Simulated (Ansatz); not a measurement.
Geometry optimisation, Ansatz 0.2.0, RKS PBE0/cc-pVDZ.

The input (input.yaml):

```yaml
crystal:
  periodic: [false, false, false]
  atoms:
    - { symbol: Al, position_ang: [0.013913, 0.13457, 0.014525] }
    - { symbol: F, position_ang: [-0.08352, 0.364154, 1.682173] }
    - { symbol: F, position_ang: [1.503936, 0.178254, -0.748606] }
    - { symbol: F, position_ang: [-1.393429, 0.021234, -0.88631] }
    - { symbol: P, position_ang: [0.185934, -3.087575, 1.288478] }
    - { symbol: H, position_ang: [-0.677108, -2.874839, 0.158503] }
    - { symbol: H, position_ang: [1.38137, -2.776097, 0.558499] }
    - { symbol: H, position_ang: [0.026404, -1.759302, 1.794337] }
basis:
  gaussian: { orbitals: cc-pVDZ }
hamiltonian:
  xc: pbe0
relax:
  f_tol: 0.03
  max_steps: 50
```

Run as:

```bash
$ ansatz run input.yaml --threads 2 --pin off --max-ram 3072MiB --backend cpu --events-out ev --progress --plain --runs-dir out
```

**Question.** Where does it end, and by what steps?

**Answer.** The run converged. After 9 steps the energy has fallen by 0.204 eV; H7 moved furthest, 0.48 Å.

```
step  energy less start (eV)  largest force component (eV/Å)  accepted
   0                  0.0000                           0.304       yes
   1                  0.0228                           0.922        no
   2                 -0.0326                           0.355       yes
   3                 -0.0835                           0.330       yes
   4                 -0.1518                           0.334       yes
   5                 -0.1743                           0.265       yes
   6                 -0.1911                           0.231       yes
   7                 -0.2027                           0.065       yes
   8                 -0.1950                           0.317        no
   9                 -0.2035                           0.005       yes
```

```xyz
8
Properties=species:S:1:pos:R:3
Al 0.060 -0.192 0.146
F -0.093 0.532 1.660
F 1.564 -0.169 -0.612
F -1.321 -0.372 -0.803
P 0.206 -2.928 1.056
H -0.777 -2.510 0.096
H 1.320 -2.339 0.369
H 0.000 -1.820 1.948
```

Whether the end is a true minimum wasn't checked by a vibrational analysis.

The run took 31 s on 2 threads of Arm Neoverse V1 (shared host), peak memory 0.2 GiB.
